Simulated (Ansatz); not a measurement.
Two isomers of C3H9ClSi: A = `C[SiH](C)CCl`, B = `CC(C)[SiH2]Cl`.

Computed with Ansatz on PBE0-D4/def2-TZVP structures; ΔE is electronic, products minus reactants. CBS: MP2 limit from def2 TZ/QZ plus the TZ coupled-cluster correction, frozen cores. DFT in def2-TZVPP. B3LYP here is the variant with VWN-RPA as its local correlation; programs differ in this. Each species was taken in one conformer, which may not be the lowest.

(1) Which isomer does CCSD(T)/CBS put lower? Give the gap. (An estimate is asked.)

(2) Give E(B) − E(A) in kcal/mol with CCSD/def2-TZVPP, B2PLYP, MP2/def2-TZVPP, ωB97M-V, CCSD(T)/def2-TZVPP, B3LYP, HF/def2-TZVPP. (An estimate is asked.)

Largest T1 diagnostic: 0.009.

Answers

(1) Ansatz gave: B, by 17.9 kcal/mol.

(2) Ansatz gave: CCSD/def2-TZVPP -18.4, B2PLYP -17.4, MP2/def2-TZVPP -19.1, ωB97M-V -17.2, CCSD(T)/def2-TZVPP -18.1, B3LYP -16.5, HF/def2-TZVPP -19.7. None reverses the order clearly.

From PBE to PBE0 (25 % exact exchange), in def2-TZVPP and without D4, E(B) − E(A) moves by −1.2 kcal/mol.
